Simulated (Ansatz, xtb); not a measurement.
## C5H6BrNS: 3 structures ranked

3 gas-phase structures of C5H6BrNS, from a drawn sample of its isomers (lower ones may exist). Each was relaxed with GFN2-xTB; where two conformers were screened, the lower at r2SCAN-D4/def2-SVP is listed:

A. `NCc1cc(Br)cs1`, a singlet
B. `NCc1ccc(Br)s1`, a singlet
C. `BrCCc1ccns1`, a singlet

**Question.** Make a reasoned guess at their ranking by r2SCAN-D4/def2-SVP single-point energy.

**Answer.** Calculated order at r2SCAN-D4/def2-SVP: C (0.0), A (2.2), B (4.3) kcal/mol.

Energies above the lowest of each column, in kcal/mol; the last columns are at B3LYP/def2-SVP geometries:

| structure | GFN2-xTB | HF/STO-3G | r2SCAN-D4/def2-SVP | B3LYP/def2-SVP | CCSD(T)/def2-SVP + ΔMP2/def2-TZVPP |
| --- | --- | --- | --- | --- | --- |
| C | 0.0 | 0.0 | 0.0 | 0.0 | 0.0 |
| A | 11.4 | 5.4 | 2.2 | 3.7 | 3.6 |
| B | 14.3 | 6.0 | 4.3 | 5.6 | 5.9 |

Every level run on C puts it lowest or level with the lowest. Flexible structures stand in one conformer each, not always the lowest. ΔMP2 is the change of the MP2 energy from the smaller to the larger basis.

Programs: Ansatz 0.2.0, xtb 6.7.1.
